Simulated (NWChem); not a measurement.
Species: BH2SF; SMILES FBS

```xyz
5

B     -0.5391    -0.6030     0.0000
F      0.2966    -1.6420     0.0000
H     -1.7375    -0.8044     0.0000
S      0.1746     1.0567     0.0000
H     -1.0299     1.6900     0.0000
```
Atoms are numbered in this order, from 1.

Computed with NWChem. Pople sets run with spherical d functions. Coordinates come from a PBE-D3(BJ)/def2-SVP optimisation.

Question: Among these, which level gives the lowest value of “dipole (D)”?
A) PBE0/6-311++G**
B) PBE0/STO-3G
C) PBE0/3-21G
D) PBE0/6-31+G*

Answer: B, PBE0/STO-3G. Values: PBE0/STO-3G 0.74; PBE0/6-311++G** 1.82; PBE0/6-31+G* 1.82; PBE0/3-21G 1.84
